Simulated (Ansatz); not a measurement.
One geometry of GeAu2⁻, several levels of theory.

```yaml
crystal:
  periodic: [false, false, false]
  atoms:
    - {symbol: Au, position_ang: [-1.463162, 0.765064, -0.372823]}
    - {symbol: Au, position_ang: [0.622327, -1.039341, 1.182216]}
    - {symbol: Ge, position_ang: [0.840836, 0.274277, -0.809403]}
basis:
  gaussian: {orbitals: def2-TZVPD, initial_orbitals: start.molden}
total_charge: -1
magnetization: {spin_polarized: true, initial_magnetization: 1}
hamiltonian: {xc: {text: "exchange = 0.65*pbe_x + 0.35*exact_x\ncorrelation = pbe_c"}}
scf: {omitted_lower_state_checks: [starts]}
output: {orbitals: {seedname: orbitals}}
```

The file start.molden holds the orbitals of an earlier run on this structure, at another level or in another basis.

```sh
$ ansatz run in.yaml --threads 4 --pin off --events-out ev --progress --plain --max-ram 3916MiB
```

It prints (some lines left out):

```
Functional definition: unnamed
1092 factors; integrals over basis functions are off by at most 5.7e-4 eV
mean field evaluation 1: about -63900.3553 eV, gradient 3.0e0 eV
mean field evaluation 2: about -63900.3835 eV, gradient 4.8e-2 eV
mean field evaluation 4: about -63900.5536 eV, gradient 5.6e-3 eV
mean field evaluation 8: about -63900.5537 eV, gradient 2.0e-5 eV
mean field -63900.55365472 eV, -2348.3020334601 hartree, gradient 2.0e-5 eV, S^2 0.756312; 0 other end points of the search recorded, 0 dependent functions left out
reference -63900.55367628 eV, -2348.3020342525 hartree; 36, 35 occupied and 104, 105 virtual orbitals, 1092 factors
Total energy: -63900.55367628 eV, -2348.3020342525 hartree
Checks for a lower state left out: starts
```

Hardware: 4 threads of AMD EPYC 7B13 on a shared host. Wall time 3.8 s.

As the first input, with `hamiltonian: {xc: {name: PBE-QIDH}}`, `output: {forces: true}` (abridged; 14 s):

```
Functional definition: PBE-QIDH
mean field -63869.98286541 eV, -2347.1785776744 hartree, gradient 4.0e-6 eV, S^2 0.763853
9 core orbitals not correlated: weight in the atoms' cores, before any rotation towards them, 1.000 or more for the frozen orbitals, at most 0.000 for the correlated occupied ones
second order -35.81413065 eV of doubles, -0.00000000 eV of singles
Total energy: -63881.92091900 eV, -2347.6172930520 hartree
Atom 0 force     0.174299    -0.070398     0.014674 eV/Å
Atom 1 force    -0.039318     0.114428    -0.144609 eV/Å
Atom 2 force    -0.134981    -0.044030     0.129934 eV/Å
Dipole moment:    -0.285785    -0.093222     0.275100 e Å
Checks for a lower state left out: starts
```

The first input with `gaussian: {orbitals: def2-SVPD, initial_orbitals: start.molden}`, `hamiltonian: {xc: pbe, dispersion: d4}` (abridged; 1.5 s):

```
Functional definition: PBE
mean field -63895.18614564 eV, -2348.1047811397 hartree, gradient 6.4e-5 eV, S^2 0.753306
Total energy: -63895.33283322 eV, -2348.1101718086 hartree
Checks for a lower state left out: starts
```

First input, but with `correlation: {method: mp2}` and without the key `hamiltonian` (abridged; 3.9 s):

```
Functional definition: HF
mean field evaluation 16: about -63811.0248 eV, gradient 2.8e-6 eV
mean field -63811.02475965 eV, -2345.0119072511 hartree, gradient 2.8e-6 eV, S^2 0.961630
9 core orbitals not correlated: weight in the atoms' cores, before any rotation towards them, 1.000 or more for the frozen orbitals, at most 0.000 for the correlated occupied ones
second order -31.68545717 eV of doubles, -0.00000000 eV of singles
Total energy: -63842.71021682 eV, -2346.1763263250 hartree
Checks for a lower state left out: starts
```

The first input with `gaussian: {orbitals: def2-SVPD, initial_orbitals: start.molden}`, `hamiltonian: {xc: pbe0, dispersion: d4}` (abridged; 2.4 s):

```
Functional definition: PBE0
mean field -63893.60100712 eV, -2348.0465283735 hartree, gradient 1.6e-5 eV, S^2 0.755528
Total energy: -63893.72543935 eV, -2348.0511011736 hartree
Checks for a lower state left out: starts
```

As the first input, with `hamiltonian: {xc: {text: "exchange = 0.95*pbe_x + 0.05*exact_x\ncorrelation = pbe_c"}}` (abridged; 2.8 s):

```
Functional definition: unnamed
mean field -63902.39306595 eV, -2348.3696305760 hartree, gradient 9.8e-6 eV, S^2 0.753583
Total energy: -63902.39309757 eV, -2348.3696317380 hartree
Checks for a lower state left out: starts
```

The first input with `hamiltonian: {xc: hf}` (abridged; 2.8 s):

```
Functional definition: HF
mean field evaluation 16: about -63811.0248 eV, gradient 1.3e-5 eV
mean field -63811.02475965 eV, -2345.0119072511 hartree, gradient 8.4e-6 eV, S^2 0.961626
Total energy: -63811.02475965 eV, -2345.0119072511 hartree
Checks for a lower state left out: starts
```

Geometry: r2SCAN-D4/def2-TZVPD.

In the def2 sets Au takes a core potential; there is no spin–orbit coupling. Correlated methods freeze 9 core orbitals; core or outer-core shells of Au, Ge are correlated, in sets that lack core-valence functions. At PBE-D4/def2-SVPD, PBE with 5 % exact exchange/def2-TZVPD the highest occupied level of the charge -1 doublet lies above zero (up to 0.77 eV). By energy differences its removal costs 1.70 eV (vertical, to the charge 0 singlet, at PBE0-D4/def2-TZVPD). At MP2/def2-TZVPD, HF/def2-TZVPD the charge -1 doublet is spin-contaminated (final ⟨S²⟩ up to 0.96, 0.75 for a pure state). The structure comes from a short search, and lower isomers may exist.
